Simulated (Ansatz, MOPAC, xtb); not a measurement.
Approach curve of the dimer H3N ··· F- (SMILES N and [F-]) (charge -1). Monomers: optimised at B3LYP-D3(BJ) (def2-TZVP), held rigid. Orientation: lowest of the rigid-body minima from ten starts at GFN2-xTB. Only R, the distance of the centres of mass, is varied, so the lowest point isn't the relaxed dimer.

Methods: AM1, restricted, heats of formation (MOPAC); GFN1-xTB (xtb); PM7, restricted, heats of formation (MOPAC); CCSD(T)/aug-cc-pVTZ = CCSD(T) on RHF/aug-cc-pVTZ, frozen core, counterpoise-corrected in Ansatz (a program for electronic structure).

Interaction energies in kJ/mol; the last columns give the difference from CCSD(T):

```csv
R / Å,AM1,GFN1-xTB,PM7,CCSD(T)/aug-cc-pVTZ,AM1 − CCSD(T)/aug-cc-pVTZ,GFN1-xTB − CCSD(T)/aug-cc-pVTZ,PM7 − CCSD(T)/aug-cc-pVTZ
2.12,35.24,0.71,68.16,28.59,6.65,-27.88,39.57
2.17,18.42,-17.76,50.85,5.75,12.67,-23.51,45.09
2.36,-33.89,-53.30,10.11,-43.92,10.03,-9.39,54.03
2.65,-66.24,-60.76,-18.14,-62.23,-4.01,1.47,44.09
2.81,-63.19,-56.63,-26.25,-60.66,-2.53,4.03,34.41
2.96,-55.31,-51.16,-30.69,-56.54,1.23,5.38,25.85
3.40,-34.20,-33.93,-31.95,-41.53,7.32,7.60,9.57
3.64,-26.98,-25.81,-28.99,-34.44,7.46,8.63,5.45
4.08,-18.97,-15.33,-22.52,-24.66,5.69,9.34,2.14
4.94,-11.99,-7.49,-12.99,-14.02,2.03,6.53,1.03
5.80,-8.40,-4.96,-7.34,-8.95,0.55,4.00,1.61
7.12,-5.39,-3.06,-3.93,-5.25,-0.13,2.19,1.32
```

AM1 is furthest from CCSD(T)/aug-cc-pVTZ at 2.17 (12.67 kJ/mol, above); its mean absolute difference over the points is 5.03 kJ/mol.

GFN1-xTB is furthest from CCSD(T)/aug-cc-pVTZ at 2.12 (-27.88 kJ/mol, below); its mean absolute difference over the points is 9.16 kJ/mol.

PM7 is furthest from CCSD(T)/aug-cc-pVTZ at 2.36 (54.03 kJ/mol, above); its mean absolute difference over the points is 22.01 kJ/mol.
